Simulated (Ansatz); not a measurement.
## Relaxing a trial structure of AlH3InNSn

The starting geometry of this gas-phase singlet was optimised with GFN2-xTB.

```xyz
7

Al   -1.4116    0.4237    0.6434
In    1.8905   -0.5941   -0.9246
N    -0.0176    0.3425   -0.4487
Sn   -3.4428    0.5971    2.1629
H    -0.1441    1.0268   -1.2028
H    -4.1162    0.7676    0.4833
H    -2.8871    2.3166    1.9739
```

Q: Predict what it relaxes into with B3LYP-D3(BJ)/def2-SVP.

A: New bonds form, giving a structure with H6 bridging Al1 and Sn4, H7 bridging Al1 and Sn4, given below by its coordinates. Contacts that close: Al1–H6 (2.73 → 1.89 Å), Al1–H7 (2.74 → 1.89 Å).

The energy falls by 0.26 eV over 16 steps:

```csv
step,E − E(last) (eV)
1,0.257
3,0.170
4,0.148
6,0.088
8,0.015
9,0.005
11,0.000
13,0.000
14,0.000
16,0.000
```

Final geometry (Å):

```xyz
7

Al   -1.5951    0.4507    0.7793
In    1.5112   -0.5868   -0.6660
N    -0.2911    0.5472   -0.4348
Sn   -3.6239    0.6924    2.2369
H    -0.4028    1.2663   -1.1584
H    -3.4221    0.5240    0.3065
H    -2.3050    1.9864    1.6239
```

Frequencies at the end are all real (lowest 36 cm⁻¹). Atoms past krypton carry core potentials, without spin–orbit terms. Run with Ansatz 0.2.0, 59 s on 1 thread of Intel(R) Xeon(R) 6975P-C (Granite Rapids), on a shared host.
